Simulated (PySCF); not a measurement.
# Electron correlation in Co³⁺ (cobalt, charge +3)

[Ar] 3d6, high-spin 5D determinant. Calculation: PySCF 2.14, in def2-TZVPPD (6s6p4d2f1g, 67 functions); no relativity, point nucleus. Frozen: [Ar]; 6 electrons correlated.

```tsv
level	correlation energy (mhartree)
CCSD	-116.30
(T)	-1.17
CCSD(T)	-117.47
```

Diagnostics: T1 = 0.0033, D1 = 0.0054, largest double amplitude 0.015.

Problem. Is a single reference adequate?

Solution. Yes: T1 lies below 0.03 and no double amplitude reaches 0.07.
